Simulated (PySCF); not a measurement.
## Radial density of Be (beryllium, neutral)

B3LYP, [He] 2s1 3s1, 3s spin antiparallel (an excited configuration). Computed with PySCF 2.14 in aug-cc-pVDZ-DK, with scalar relativity by spin-free X2C-1e.

```
r (bohr)  4πr²ρ (e/bohr)
 0.00835         0.02932
  0.0141         0.07943
  0.0236          0.2066
  0.0398          0.5137
  0.0669           1.170
   0.112           2.317
   0.189           3.616
   0.318           3.846
   0.535           2.194
   0.900          0.6100
    1.51          0.6733
    2.55          0.7163
    4.28          0.1853
    7.21        0.007102
```

Densities and radii are taken from the X2C orbitals without a picture-change correction, which distorts them close to the nucleus.

The outer electron is Rydberg-like, and this basis confines it to a smaller radius and binds it less than a complete one would. With the s spin flipped the determinant is a mixture of two multiplicities, not a spectroscopic state.
